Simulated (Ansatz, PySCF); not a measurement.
C2H7S, SMILES C[SH+]C, charge +1. Atoms are numbered in the order given.

```xyz
10

C     -0.0246    -0.5443    -1.4363
S      0.0755     0.5740     0.0000
C     -0.0246    -0.5443     1.4363
H     -0.8720    -1.2339    -1.3322
H     -0.1268     0.0923    -2.3262
H      0.9320    -1.0836    -1.4736
H     -1.2000     1.0470     0.0000
H     -0.8720    -1.2339     1.3322
H     -0.1268     0.0923     2.3262
H      0.9320    -1.0836     1.4736
```
Charge +1, spin multiplicity 1.

Coordinates come from a B3LYP-D3(BJ)/def2-SVP optimisation. The isomer is the one that the SMILES or the coordinates give; other isomers of the formula were not compared.

Two levels are set side by side: PBE-D3(BJ)/def2-SVP (Ansatz, a first-principles code) and B3LYP-D3(BJ)/def2-SVP (PySCF). Each level has its own optimised geometry; the coordinates shown are those of the second. Frequencies come from the Hessian of PySCF at each geometry. Differences are taken from unrounded values.

| quantity | B3LYP-D3(BJ) | PBE-D3(BJ) | PBE-D3(BJ) minus B3LYP-D3(BJ) |
|---|---|---|---|
| mean bond length (Å) | 1.289 | 1.294 | 0.006 |
| bond C1–S2 (Å) | 1.823 | 1.820 | -0.003 |
| bond S2–C3 (Å) | 1.823 | 1.820 | -0.003 |
| bond C1–H4 (Å) | 1.097 | 1.105 | 0.008 |
| bond C1–H5 (Å) | 1.099 | 1.107 | 0.008 |
| bond C1–H6 (Å) | 1.099 | 1.107 | 0.008 |
| bond S2–H7 (Å) | 1.360 | 1.372 | 0.011 |
| bond C3–H8 (Å) | 1.097 | 1.105 | 0.008 |
| bond C3–H9 (Å) | 1.099 | 1.107 | 0.008 |
| bond C3–H10 (Å) | 1.099 | 1.107 | 0.008 |
| highest harmonic wavenumber (cm⁻¹) | 3197 | 3138 | -60 |
| mean harmonic wavenumber (cm⁻¹) | 1567 | 1527 | -40 |
| zero-point energy (kcal/mol) | 53.75 | 52.39 | -1.36 |

Exact exchange shortens and stiffens bonds; PBE has none. Differences between two approximate levels are no errors against the true value.
